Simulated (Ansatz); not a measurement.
`C[CH2][AlH][AlH2]` + `BBO` → `BB[O][AlH2]` + `C[CH2][AlH2]` at 298.15 K and 1 bar (cleavage of the Al–Al bond).

Program: Ansatz. Geometries: PBE0-D4/def2-TZVP. ΔE: electronic, gas phase. CCSD(T)/CBS adds triple-zeta CCSD(T) − MP2 to the extrapolated MP2 energy (def2 sets, frozen cores). One conformer a species, not always the lowest.

```csv
species,CCSD(T)/CBS energy (Eh),H − E (kJ/mol),S (J/(mol·K))
`C[CH2][AlH][AlH2]`,-564.91212,244.8,373.6
`BBO`,-127.16606,137.4,269.0
`BB[O][AlH2]`,-369.81813,151.7,336.3
`C[CH2][AlH2]`,-322.31200,219.9,307.9
```

H − E and S are ideal-gas, rigid-rotor, harmonic terms from PBE0-D4/def2-TZVP, for one conformer and one mirror image of each species. 1 Eh = 2625.50 kJ/mol, R = 8.31446 J/(mol·K).

Task: By hand: ΔE, ΔH, ΔS and ΔG.

Result: ΔE = (-369.81813) + (-322.31200) − (-564.91212) − (-127.16606) = -0.05195 Eh = -136.4 kJ/mol. Δ(H − E) = 151.7 + 219.9 − 244.8 − 137.4 = -10.6, so ΔH = -147.0 kJ/mol. ΔS = 336.3 + 307.9 − 373.6 − 269.0 = 1.6 J/(mol·K). ΔG = -147.0 − 298.15 × (1.6)/1000 = -147.5 kJ/mol.

Task: By hand: the equilibrium constant, and the temperature at which ΔG would vanish if ΔH and ΔS stayed fixed.

Result: log₁₀ K = −ΔG/(RT ln 10) = 25.8. ΔH and −TΔS have one sign here, so there is no such temperature. One of them is within its doubt of zero, so this could turn.

The number of gas molecules stays the same, so ΔS is small and ΔH decides. A doubt of 5 kJ/mol in ΔE shifts log₁₀ K by 0.9 here. Other conformers and mirror images would add mixing entropy, several J/(mol·K) or more a flexible species. Modes under 60 cm⁻¹, often nearly free rotors, make the harmonic entropy too high. These are equilibria of isolated gas molecules and say nothing of rates. Largest T1 diagnostic: 0.014 (customary marks: 0.02 for closed shells, 0.045 for open ones).
